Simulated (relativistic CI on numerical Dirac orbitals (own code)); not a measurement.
# Level scheme of Kr XXXVI

Calculated at this level of theory: Dirac equation for one electron, model QED (radiative potential, 1s self-energy scaled to tabulated hydrogen-like ionisation energies) (own radial code, finite nucleus).

CI space: 1s, 2s, 2p, 3s, 3p, 3d, 4s, 4p, 4d, 4f, 5s, 5p, 5d, 5f, 5g, 6s, 6p, 6d. Levels of other configurations are missing.

The lowest level is 1s 2S_1/2, with 100 % of that term; Hund's rules for 1s give 2S with J = 1/2, in agreement.

```csv
No.,Configuration,Term,J,E (eV),%,Landé g,Lifetime (s)
1,1s,2S,1/2,0.0,100,1.956,
2,2p,2P°,1/2,13429.4,100,0.654,9.42e-16
3,2s,2S,1/2,13431.1,100,1.991,
4,2p,2P°,3/2,13509.0,100,1.325,9.66e-16
5,3p,2P°,1/2,15942.1,100,0.661,3.15e-15
6,3s,2S,1/2,15942.6,100,1.997,8.24e-14
7,3d,2D,3/2,15965.7,100,0.795,8.88e-15
8,3p,2P°,3/2,15965.7,100,1.330,3.16e-15
9,3d,2D,5/2,15973.3,100,1.197,9.12e-15
10,4p,2P°,1/2,16818.3,100,0.663,7.40e-15
11,4s,2S,1/2,16818.5,100,1.999,1.19e-13
12,4d,2D,3/2,16828.2,100,0.797,2.06e-14
13,4p,2P°,3/2,16828.2,100,1.332,7.37e-15
14,4f,2F°,5/2,16831.4,100,0.855,4.26e-14
15,4d,2D,5/2,16831.4,100,1.198,2.12e-14
16,4f,2F°,7/2,16833.0,100,1.141,4.29e-14
17,5p,2P°,1/2,17222.4,100,0.664,1.44e-14
18,5s,2S,1/2,17222.5,100,2.000,1.86e-13
19,5d,2D,3/2,17227.5,100,0.798,3.96e-14
20,5p,2P°,3/2,17227.5,100,1.333,1.43e-14
21,5f,2F°,5/2,17229.1,100,0.855,8.21e-14
22,5d,2D,5/2,17229.1,100,1.199,4.08e-14
23,5g,2G,7/2,17230.0,100,0.887,1.39e-13
24,5f,2F°,7/2,17230.0,100,1.142,8.29e-14
25,5g,2G,9/2,17230.4,100,1.110,1.39e-13
26,6p,2P°,1/2,17441.4,100,0.665,2.47e-14
27,6s,2S,1/2,17441.4,100,2.001,2.84e-13
28,6d,2D,3/2,17444.3,100,0.799,6.76e-14
29,6p,2P°,3/2,17444.3,100,1.333,2.45e-14
30,6d,2D,5/2,17445.3,100,1.199,6.96e-14
```

Energies count from the lowest computed level; ° marks odd parity; lifetimes are radiative, by E1, M1, E2, M2 decay to levels of this space only; some are left blank where a channel outside the calculation adds to the decay or the decay crosses a small, uncertain gap.
